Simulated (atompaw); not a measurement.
**u(r) = r·R(r): atom against pseudo-atom (rhodium (Rh))**

Columns: radius, all-electron u(r) and pseudo u(r) of the 5s shell (level -4.59 eV) of rhodium in the configuration [Ar] 3d10 4s2 4p6 4d8 5s1 5p0; LDA (PW92), scalar-relativistic, PAW (atompaw) scheme, atompaw 4.2.0.5.

```tsv
r (bohr)	all-electron	pseudo
0.079	-0.1046	-0.1910
0.158	-0.0150	-0.3729
0.237	0.1414	-0.5372
0.315	0.1672	-0.6749
0.394	0.0879	-0.7836
0.473	-0.0316	-0.8575
0.552	-0.1434	-0.8944
0.631	-0.2238	-0.8945
0.710	-0.2658	-0.8600
0.788	-0.2721	-0.7956
0.867	-0.2493	-0.7049
0.946	-0.2046	-0.5947
1.025	-0.1453	-0.4716
1.104	-0.0776	-0.3424
1.183	-0.0060	-0.2128
1.262	0.0659	-0.0885
1.340	0.1349	0.0254
1.419	0.2009	0.1287
1.498	0.2622	0.2186
1.577	0.3182	0.2947
1.656	0.3685	0.3578
1.735	0.4132	0.4095
1.813	0.4520	0.4513
1.892	0.4861	0.4862
1.971	0.5153	0.5153
2.050	0.5398	0.5398
```

Task: How many radial nodes do the two functions have?

Result: The all-electron 5s function has n − l − 1 = 4 (the table is too coarse to show those close to the nucleus); the pseudo-wave has 1, since 1 lower shell of the same l stays in the valence.

Task: Is the pseudo-wave norm-conserving?

Result: No, it belongs to a PAW set: the norm inside the radius is not constrained, and the difference is carried by the augmentation charge.
